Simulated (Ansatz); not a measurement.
Abridged output of a molecular run in Ansatz:

```
Functional definition: HF
  name "HF"
  cite "Fock, Z. Phys. 61, 126 (1930) doi:10.1007/BF01340294"
  parent pbe
  exchange = exact_x
  correlation = 0
1551 factors; integrals over basis functions are off by at most 1.0e-3 eV
mean field evaluation 1: about -17333.4121 eV, gradient 5.3e1 eV
mean field evaluation 2: about -17333.6856 eV, gradient 5.3e1 eV
mean field evaluation 4: about -17338.9848 eV, gradient 4.0e0 eV
mean field evaluation 8: about -17339.0643 eV, gradient 4.6e-1 eV
mean field evaluation 16: about -17339.0660 eV, gradient 1.2e-6 eV
mean field -17339.06596415 eV, -637.1989213416 hartree, gradient 1.2e-6 eV, S^2 0.000000; 0 other end points of the search recorded, 0 dependent functions left out
10 core orbitals not correlated: weight in the atoms' cores, before any rotation towards them, 1.000 or more for the frozen orbitals, at most 0.000 for the correlated occupied ones
reference -17339.06596415 eV, -637.1989213416 hartree; 18, 18 occupied and 225, 225 virtual orbitals, 1551 factors
second order -32.01707850 eV of doubles, -0.00000000 eV of singles
cycle   1  -31.76649427 eV  change    2.5e-1 eV  update   1.2e-1
cycle   2  -32.46750161 eV  change   -7.0e-1 eV  update   3.5e-2
cycle   3  -32.63697478 eV  change   -1.7e-1 eV  update   1.8e-2
cycle   4  -32.61891329 eV  change    1.8e-2 eV  update   4.4e-3
cycle   5  -32.61471953 eV  change    4.2e-3 eV  update   1.9e-3
cycle   6  -32.61640071 eV  change   -1.7e-3 eV  update   6.0e-4
cycle   7  -32.61619992 eV  change    2.0e-4 eV  update   1.8e-4
cycle   8  -32.61605618 eV  change    1.4e-4 eV  update   5.7e-5
cycle   9  -32.61606361 eV  change   -7.4e-6 eV  update   2.2e-5
perturbative correction -1.20614120 eV, -0.0443248716 hartree
Total energy: -17372.88816897 eV, -638.4418644429 hartree
```

Its atoms:

```xyz
10

N    -0.550    1.710   -0.614
Si    0.288    0.661    0.407
F     1.810    0.429   -0.050
N    -0.557   -0.839    0.371
C    -0.055   -1.941    0.126
F    -0.793   -3.054    0.136
H    -0.315    2.679   -0.732
H    -1.195    1.374   -1.308
H     0.388    1.175    1.784
H     0.979   -2.194   -0.121
```

Q: Which basis set was used?
A. cc-pV(Q+d)Z
B. def2-SVP
C. cc-pV(D+d)Z
D. def2-TZVPP

A: D. It gives 253 functions.

Q: Write the keys of the input that set method, charge and spin (a neutral closed shell needs none for the last two).

A: 
```yaml
correlation: {method: ccsd_t}
```
